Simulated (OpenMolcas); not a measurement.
# Computed transition rates of Co3+

```yaml
Program: OpenMolcas
Method: "MS-RASPT2, IPEA 0.25 Eh, imaginary shift 0.1 Eh (closed shells correlated: 3s)"
Basis: ANO-RCC-VQZP [7s6p4d3f2g1h]
Scalar_Hamiltonian: DKH2, point nucleus
Active_space: 12 electrons in 8 orbitals (RAS1 3p, at most 2 holes; RAS2 3d)
State_averaging: 2S+1 = 5 even, 5 roots; 2S+1 = 3 even, 45 roots; 2S+1 = 1 even, 44 roots
Spin-orbit_coupling: RASSI with atomic mean-field integrals over the reference wave functions, term energies averaged over their components
```

Rates come from the transition moments of the reference wave functions (E1 and E2 in the length form). At fixed line strength A goes as λ^-3 for E1 and M1 and as λ^-5 for E2, so a rate at the computed wavelength can be rescaled to the measured one. Measured vacuum wavelengths follow from level energies in Sugar and Corliss, J. Phys. Chem. Ref. Data 10, 1097 (1981). Branching counts decays inside the model space alone, at computed energies, and the table is only a selection of the E2 and M1 lines, drawn from those between levels with measured partners whose computed energy lies within a factor of 1.5 of the measured one.

| Upper | Lower | Type | λ computed (nm) | λ measured (nm) | A computed (s-1) | A rescaled (s-1) | Branching % |
| --- | --- | --- | --- | --- | --- | --- | --- |
| 3d6 1G4(2) | 3d6 1I6 | E2 | 299.8 | 312.8 | 2.96e+00 | 2.39e+00 | 57.2 |
| 3d6 3F2(2) | 3d6 3H4 | E2 | 269.2 | 281.9 | 2.94e+00 | 2.33e+00 | 41.2 |
| 3d6 1S0 | 3d6 3P1(1) | M1 | 585 | 598.3 | 2.90e+00 |  | 100.0 |
| 3d6 3F4(2) | 3d6 3H6 | E2 | 264.9 | 276.6 | 2.85e+00 | 2.30e+00 | 37.5 |
| 3d6 3F3(2) | 3d6 3H5 | E2 | 266.7 | 278.8 | 2.83e+00 | 2.27e+00 | 39.4 |
| 3d6 3P0(2) | 3d6 3P2(1) | E2 | 271.7 | 282.2 | 1.95e+00 | 1.61e+00 | 46.8 |
| 3d6 3P1(1) | 3d6 5D2 | M1 | 415.1 | 422.8 | 1.35e+00 |  | 78.2 |
| 3d6 3F4(1) | 3d6 5D4 | M1 | 388.7 | 393.8 | 1.09e+00 |  | 83.9 |
| 3d6 3P2(1) | 3d6 5D3 | M1 | 440.5 | 449.6 | 1.05e+00 |  | 91.1 |
| 3d6 3F3(1) | 3d6 5D3 | M1 | 393.2 | 398.5 | 5.95e-01 |  | 65.7 |
| 3d6 1D2 | 3d6 3F3(1) | M1 | 558.6 | 602.2 | 5.85e-01 |  | 40.4 |
| 3d6 3D3 | 3d6 5D4 | M1 | 267.9 | 273.6 | 5.26e-01 |  | 55.7 |
| 3d6 3D2 | 3d6 5D2 | M1 | 277.1 | 283.5 | 2.53e-01 |  | 37.5 |
| 3d6 3F2(1) | 3d6 5D2 | M1 | 396.2 | 401.7 | 2.38e-01 |  | 56.8 |
| 3d6 1F3 | 3d6 3G4 | M1 | 456.6 | 475.3 | 2.33e-01 |  | 36.9 |
| 3d6 1I6 | 3d6 3H6 | M1 | 808 | 815.4 | 2.06e-01 |  | 60.4 |
| 3d6 1I6 | 3d6 3H5 | M1 | 828.3 | 839.6 | 1.34e-01 |  | 39.5 |
| 3d6 3G3 | 3d6 3H4 | M1 | 1695 | 1787 | 9.38e-02 |  | 41.0 |
| 3d6 3G5 | 3d6 3H6 | M1 | 1778 | 1872 | 8.63e-02 |  | 46.2 |
| 3d6 3G4 | 3d6 3F4(1) | M1 | 2409 | 2383 | 6.52e-02 |  | 39.8 |
| 3d6 3H4 | 3d6 5D4 | M1 | 412.9 | 412 | 1.72e-02 |  | 84.1 |
| 3d6 5D3 | 3d6 5D4 | M1 | 16080 | 15650 | 8.38e-03 | 9.09e-03 | 100.0 |
| 3d6 5D2 | 3d6 5D3 | M1 | 23220 | 22800 | 5.19e-03 | 5.48e-03 | 100.0 |
| 3d6 3H5 | 3d6 3H6 | M1 | 32890 | 28380 | 7.34e-04 | 1.14e-03 | 95.2 |
| 3d6 3H6 | 3d6 5D4 | E2 | 421.9 | 422.3 | 1.04e-05 |  | 100.0 |

Spin-changing lines and M1 lines between different terms are not rescaled, since their strength hangs on the term gaps too.

The largest correction is for 3d6 3H5 → 3d6 3H6 (M1): 7.34e-04 × (32890 / 28380)^3 = 1.14e-03 s-1, a factor of 1.56.

These are rates of the free ion; in crystals, glasses and complexes forced electric-dipole and non-radiative decay shorten such lifetimes by orders of magnitude. No measured rate stands beside these. Rescaling mends the energy factor alone: line strengths can still be far off where a level mixes with configurations outside the active space, and weak or spin-changing lines hang on small mixing coefficients that depend on the term gaps too, so rescaling need not improve them.

CASPT2 breaks the degeneracy within a term, and the mean is taken; among the terms shown or strongly mixed into the levels shown the widest spread is 1100 cm-1 (3d6 1I). Some levels mix across a computed gap that differs much from the measured one, so their mixing is not that of the real levels. Active for correlation alone: 3p; no level in the range computed is led by a configuration that opens it, so any true level of that kind is missing. The CASPT2 spread within a term exceeds the gap to the next term for 3d6 3H and 3d6 3P(1), so the order of their levels is uncertain. Measured partners are found by configuration, term and J. A level has none where our copy of the source lacks it or the pairing is in doubt (some pairs that miss far off the trend of their configuration count as doubtful). Only configurations of the active space appear.

A number in round brackets counts repeated terms of one configuration in the order of the reference energies.
